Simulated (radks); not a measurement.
Q: The mean radii <r> (bohr) of the occupied orbitals of an atom or ion are listed with their occupations. Method: Dirac Kohn-Sham, RPBE, spin-unpolarised, spherical densities, point nucleus; computed with a radial shooting solver on a logarithmic mesh with Libxc functionals.

| orbital | occ. | <r> |
|---|---|---|
| 1s1/2 | 2 | 0.3284 |
| 2s1/2 | 2 | 1.780 |

Name the element and its charge. Open shells, if any, fill j = l - 1/2 first.

A: Z = 5, boron, charge +1: B+ in [He] 2s2. The 1s radius gives Z: for a bare nucleus <r> = (2 gamma + 1)/(2Z) with gamma = sqrt(1 - (Z/c)^2), 0.2999 bohr for Z = 5, and screening makes it slightly larger (0.3284 here). The occupations add up to 4, and the charge is Z minus that.
